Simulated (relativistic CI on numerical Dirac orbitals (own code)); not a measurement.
## One change at a time: Nd XXV

Base calculation: Dirac-Coulomb-Breit CI, orbitals from a KLI potential per configuration, QED by a radiative potential, unscaled Slater integrals.

Configurations in the expansion (outside the closed core [Ar] 3d10): 4s2 4p6, 4s2 4p5 4d, 4s 4p6 4d, 4s2 4p5 4f, 4s 4p6 4f, 4s2 4p5 5s, 4s2 4p5 5p, 4p6 4d 4f, 4s 4p6 5s, 4s2 4p5 5d, 4s 4p6 5p, 4s2 4p5 5f, 4s2 4p5 5g, 4s 4p6 5d, 4s2 4p5 6s, 4s2 4p5 6p, 4p6 4f 5s, 4s 4p6 5f, 4s2 4p5 6d, 4s 4p6 5g, 4s2 4p5 6f, 4p6 4d2, 4p5 4d3, 4p5 4d2 4f, 4p5 4d2 5s, 4p5 4d2 5p, 4p6 4f2, 4p5 4d 4f2, 4p5 4f3, 4p5 4f2 5s, 4p5 4f2 5p, 4p6 4d 5s, 4p5 4d 4f 5s, 4p5 4d 5s2, 4p5 4d 5s 5p. Double excitations out of closed p, d and f shells are left out; levels of such configurations are missing from the list, as are those of other unlisted configurations, and high levels can miss mixing partners. These lack a partner that the ground configuration has and come out too high: 4s2 4p5 5d, 4s2 4p5 5f, 4s2 4p5 5g, 4s2 4p5 6s, 4s2 4p5 6p.

Variants: (1) valence Slater integrals scaled by 0.9; (2) configuration mixing switched off; (3) one mean potential for all configurations. Shifts of the energy above 4s2 4p6 1S_0, in cm⁻¹, for the lowest level and the first level of each name with at least 55 % of one term (blank where a level changes its place among those of its configuration and J or its character, or is not in the variant):

```
           Level     Base    Δ(1)    Δ(2)  Δ(3)
    4s2 4p6 1S_0        0       0       0     0
4s2 4p5 4d 3P°_0   806417   +5610    -411   -93
4s2 4p5 4d 3P°_1   825899   +4411    -397   -94
4s2 4p5 4d 3F°_3   849276   +1743   +1906   -98
4s2 4p5 4d 3F°_4   874256   +3577   +2923   -98
4s2 4p5 4d 3D°_3   923518   -1658    -153   -92
4s2 4p5 4d 3D°_1   989442   -4105    -280   -96
4s2 4p5 4d 3F°_2  1070596   +2163   +2155   -97
4s2 4p5 4d 1P°_1  1241027  -19804    +490  -116
  4s 4p6 4d 3D_1  1645962   +7625  +32801  -121
  4s 4p6 4d 3D_2  1662233   +6721  +28955  -112
  4s 4p6 4d 3D_3  1697751   +6737  +27626  -110
  4s 4p6 4d 1D_2  1775220   -3689   +6682   -50
 4s2 4p5 4f 3G_5  1927477   +2266    +672  -745
 4s2 4p5 4f 3G_4  1933359   +1069    +492  -745
 4s2 4p5 4f 3D_1  1936008   -1815  -31790  -668
 4s2 4p5 4f 3D_2  1946875   -2135  -26836  -674
 4s2 4p5 4f 3F_4  1968803   -1879      -4  -729
 4s2 4p5 4f 3G_3  2163294    +704    +384  -728
4s2 4p5 5s 3P°_2  2706682    +869   +2212  -430
4s2 4p5 5s 1P°_1  2717974    -327   +1386  -280
 4s 4p6 4f 3F°_2  2768893   +1009    +387  -679
```

At this charge energies of transitions that change n are usually good to better than 1 %, and those within a shell (Δn = 0) to a few per cent.

Ionisation energy from the two ground configurations alone: base 858.608 eV. The NIST ASD value (theoretical) is 859 eV.

LS names give the leading component of a level, which can be under half, so a name can repeat, a term be missing and a line seem to break the LS rules.
